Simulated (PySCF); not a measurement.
H5BiSiTe2, SMILES [TeH][Bi]([TeH])[SiH3], singlet, CAM-B3LYP/def2-SVP optimised geometry. Atoms within 1.6 Å of the plane z = 1.2 Å (x, y, z in Å): Bi1 (0.73, 0.87, 0.00), H3 (-0.08, -2.53, 0.26), Te6 (1.41, 0.21, 2.71), Te8 (-2.15, 0.87, 0.00), H9 (-2.17, 2.53, 0.00).

Level of theory: CAM-B3LYP/def2-TZVP, def2 effective core potentials past Kr (PySCF). The core electrons that the potentials of Bi, Te replace are not part of the density.

Map of the log10 of the electron density (e/bohr³), floored at −4 on the plane z = 1.2 Å:

```
|0000000000000000000000000000000|
|0000000000000000000000000000000|
|0000000000000000000000000000000|
|0000000000000000000000000000000|
|0000001222210000000000000000000|
|0000012333322111111110000000000|
|0000123455443222233322100000000|
|0001234566554334444433210000000|
|0012345666655445566554321000000|
|0013456777766556677665432100000|
|0123567888877667888876543210000|
|0124578899887778899887654310000|
|0134678999988778999987764321000|
|0134678999987778999998765421000|
|0134578899887778999998765431000|
|0123567888876677899988765431000|
|0013456677665567788887765421000|
|0012345555554556677776654321000|
|0001233444433455666666543210000|
|0000012222223445555555433210000|
|0000000111123455655544332100000|
|0000000000124566665443321000000|
|0000000000134566665433221000000|
|0000000000124566654432210000000|
|0000000000123556554322110000000|
|0000000000013445443211000000000|
|0000000000001233322100000000000|
|0000000000000112110000000000000|
|0000000000000000000000000000000|
|0000000000000000000000000000000|
|0000000000000000000000000000000|
```
Scale: ten equal steps from -4.00 (start of '0') to -1.20 (end of '9'), in the order '0123456789'; x runs from -5.00 to 5.00, y from -5.00 (bottom) to 5.00 (top).
